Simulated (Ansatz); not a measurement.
System: BH₃, charge 1, doublet. BH3+ (parent SMILES B, doublet).
B3LYP-D3(BJ)/def2-TZVP minimum from Ansatz (a quantum-chemistry and plane-wave program):
```
B
H 1 1.1697
H 1 1.2751 2 144.83
H 1 1.2751 2 144.83 3 -180.00
```
Charge +1, spin multiplicity 2.

Hartree-Fock and CCSD correlation energies in hartree (Ansatz). Radicals and triplets start from unrestricted determinants; spin-orbit coupling is neglected. Cores are frozen in correlated methods. No relativity. The spin of H3B+ (parent SMILES B, doublet) was assumed, and the state is the lowest solution found for it.

| basis | X | E(HF) | E(corr, CCSD) |
|---|---|---|---|
| cc-pVTZ | 3 | -25.98827 | -0.10355 |
| cc-pVQZ | 4 | -25.99016 | -0.10772 |
| cc-pV5Z | 5 | -25.99060 | withheld |

### Question
Fit E(corr) = E∞ + A/X³ to X = 3 and 4, predict X = 5, and compare with the run.

### Answer
A = (-0.10355 - (-0.10772))/(1/27 - 1/64) = 0.1948; E∞ = -0.10772 - A/64 = -0.11076; at X = 5, E∞ + A/125 = -0.10920. The run gave -0.10878, 0.42 mEh above the prediction. The same form on X = 4 and 5 gives E∞ = -0.10989, 0.87 mEh above the first estimate.
